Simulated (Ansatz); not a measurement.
Reaction (ligand exchange at a Ge–C bond): `N#[C][GeH]([F])[F]` + H₂Se → `[F][GeH]([F])[SeH]` + `C#N`

Computed with Ansatz on PBE0-D4/def2-TZVP structures; ΔE is electronic, products minus reactants. CCSD(T)/CBS is the MP2 limit (def2-TZVPP, def2-QZVPP) plus CCSD(T) − MP2 in def2-TZVPP, frozen cores. This one scheme is used for every species. Functionals use def2-TZVPP. For Ge, Se outer-core shells are correlated without core-valence functions, which leaves a few kJ/mol of doubt a bond. Scalar relativity is left out up to krypton. One conformer a species, not always the lowest.

```tsv
level	ΔE (kJ/mol)
B97M-V	-51.0
ωB97M-V	-53.7
HF/def2-SVP	-43.7
MP2/def2-SVP	-44.0
CCSD/def2-SVP	-42.4
HF/def2-QZVPP	-46.9
MP2/def2-QZVPP	-54.0
SCS-MP2/def2-QZVPP	-49.6
```

Q: What does CCSD(T)/CBS give? (Best estimate.)

A: Ansatz gave: -54.7 kJ/mol. The listed levels differ from it by 3.7, 1.0, 11.0, 10.7, 12.3, 7.8, 0.7, 5.1 kJ/mol.

Largest T1 diagnostic among the species: 0.014.

Leaving LDA and LC-ωPBE aside and taking each functional with its dispersion term where it has one, the values, not all of them listed here, spread over 9.1 kJ/mol, from PBE-D4 to B97M-V. At CCSD(T), def2-SVP lies +12.4 kJ/mol from the extrapolated value and def2-TZVPP +8.0 kJ/mol.
